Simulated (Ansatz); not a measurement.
Species: SnCl, net charge 1, singlet state. SMILES: [Cl][Sn+]
Structure (B3LYP-D3(BJ)/def2-TZVP (Ansatz, a quantum-chemistry and plane-wave program) minimum search):
```
Sn
Cl 1 2.2799
```
Charge +1, spin multiplicity 1.

Computed values are from Ansatz. Correlated levels leave the core frozen unless marked. UHF or UKS for open shells. Spin-orbit coupling is left out. The frozen core is the preceding noble-gas configuration, with the filled d and f shells of earlier blocks. Past Kr the def2 sets carry scalar-relativistic core potentials. CBS marks a two-point X^-3 extrapolation of the correlation energy; Hartree-Fock from the larger set.

### Question
What is the T1 diagnostic at CCSD/def2-QZVPPD?

### Answer
0.015.

### Question
What is the vertical electron affinity (to the doublet; negative means unbound) at CCSD(T)/CBS(def2-TZVPPD,def2-QZVPPD)?

### Answer
6.92 eV.

### Question
What is the vertical ionisation energy (to the doublet) at CCSD(T)/CBS(def2-TZVPPD,def2-QZVPPD)?

### Answer
17.47 eV.

### Question
What is the total energy at CCSD(T)/CBS(def2-TZVPPD,def2-QZVPPD)?

### Answer
-672.9990 Eh.
